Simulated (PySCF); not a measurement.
Can point charges reproduce the dipole moment of `C/N=C/[C@H]1C[BH2-][N+](C)(C)C1`?

Coordinates (PBE0-D3(BJ)/def2-SVP, Å) and charges (e) from the PBE0/pcSseg-1 density (PySCF):

```
atom       x       y       z  Mulliken      IAO  Hirshfeld  ESP-fitted
  C1   4.140  -1.315   0.184   -0.1156  -0.2974    -0.0736     -0.0842
  N2   2.925  -0.791   0.740   -0.4038  -0.2743    -0.1563     -0.5303
  C3   1.995  -0.452  -0.047   +0.1248  +0.0396    +0.0485     +0.4437
  C4   0.708   0.145   0.424   -0.3351  -0.1263    -0.0327     -0.1741
  C5   0.390   1.517  -0.233   -0.3225  -0.3863    -0.1502     -0.1574
  B6  -1.125   1.403  -0.824   +0.0815  -0.2128    -0.0364     +0.0537
  N7  -1.681   0.100   0.029   -0.6858  -0.0147    +0.0424     +0.3967
  C8  -2.800  -0.569  -0.640   -0.0733  -0.2973    -0.0453     -0.5232
  C9  -2.087   0.515   1.381   -0.0851  -0.2979    -0.0447     -0.5211
 C10  -0.476  -0.761   0.082   +0.0492  -0.1511    -0.0076     -0.2249
 H11   4.349  -2.306   0.620   +0.1193  +0.1508    +0.0454     +0.1042
 H12   4.985  -0.669   0.472   +0.1230  +0.1533    +0.0475     +0.1058
 H13   4.131  -1.409  -0.921   +0.0823  +0.1056    +0.0301     +0.0255
 H14   2.094  -0.564  -1.151   +0.0790  +0.0880    +0.0343     +0.0157
 H15   0.802   0.235   1.517   +0.1261  +0.1412    +0.0337     +0.0685
 H16   1.107   1.728  -1.044   +0.1153  +0.1332    +0.0265     +0.0358
 H17   0.535   2.318   0.509   +0.1175  +0.1270    +0.0237     +0.0368
 H18  -1.158   1.029  -1.994   -0.0514  -0.0429    -0.1057     -0.1748
 H19  -1.896   2.332  -0.613   -0.0472  -0.0324    -0.1024     -0.1794
 H20  -3.132  -1.448  -0.065   +0.1171  +0.1356    +0.0462     +0.1544
 H21  -3.632   0.141  -0.737   +0.1454  +0.1603    +0.0606     +0.1847
 H22  -2.485  -0.874  -1.645   +0.1468  +0.1625    +0.0579     +0.1852
 H23  -2.964   1.168   1.302   +0.1454  +0.1613    +0.0582     +0.1804
 H24  -2.329  -0.365   2.000   +0.1205  +0.1355    +0.0464     +0.1587
 H25  -1.277   1.083   1.852   +0.1600  +0.1619    +0.0614     +0.2096
 H26  -0.351  -1.184  -0.927   +0.1336  +0.1439    +0.0485     +0.0958
 H27  -0.620  -1.594   0.792   +0.1330  +0.1337    +0.0430     +0.1141
```

Problem. Form Σ q r in debye for every column and set it beside the full dipole.

Solution. The full density gives (-1.87, -3.27, 1.00) D, 3.90 D in size; dipole vectors point from the negative to the positive end.

```json
{"scheme": "Mulliken", "μx": "-2.79", "μy": "-3.10", "μz": "0.16", "size (D)": "4.17", "share of the full size (%)": "107", "angle to the full dipole (°)": "18"}
{"scheme": "IAO", "μx": "-2.25", "μy": "-3.74", "μz": "1.39", "size (D)": "4.58", "share of the full size (%)": "118", "angle to the full dipole (°)": "3"}
{"scheme": "Hirshfeld", "μx": "-2.16", "μy": "-3.01", "μz": "1.48", "size (D)": "3.99", "share of the full size (%)": "102", "angle to the full dipole (°)": "9"}
{"scheme": "ESP-fitted", "μx": "-1.84", "μy": "-3.29", "μz": "0.99", "size (D)": "3.89", "share of the full size (%)": "100", "angle to the full dipole (°)": "1"}
```

Problem. Which set comes closest?

Solution. Length of the difference vector: ESP-fitted 0.04 D, Hirshfeld 0.62 D, IAO 0.72 D, Mulliken 1.26 D. Closest: ESP-fitted. ESP charges are fitted to the potential around the molecule, whose slowest-falling term is the dipole's. 

Problem. What is left for the Hirshfeld atoms' own dipoles?

Solution. The Hirshfeld atoms' densities add up to the full density, so μ = Σ q r + Σ (atomic dipoles). The atomic dipoles sum to (-1.87, -3.27, 1.00) − (-2.16, -3.01, 1.48) = (0.29, -0.26, -0.48) D, 0.62 D in size.

Problem. With the origin at the mean of the coordinates, (0.005, -0.022, 0.039) Å, which are the largest single terms, by size, of the IAO dipole along the direction of the full one?

Solution. C5 +2.87, C8 -2.33, H20 +1.74, H16 -1.46, C9 -1.29 D; all 27 atoms together +4.58 D. The single terms depend on the origin, their sum doesn't.

Problem. Give the size of the full dipole in other units.

Solution. 3.90 D = 1.534 au = 0.812 e·Å = 13.00 × 10⁻³⁰ C·m.

Geometry: PBE0-D3(BJ)/def2-SVP, one conformer, isolated molecule.

The run behind these numbers computed NMR shieldings as well. The run took 50 s wall on one thread of an Arm Neoverse V2, shared host with 96 logical CPUs at a one-minute load of 11, and the process peaked at 1.2 GiB of memory.
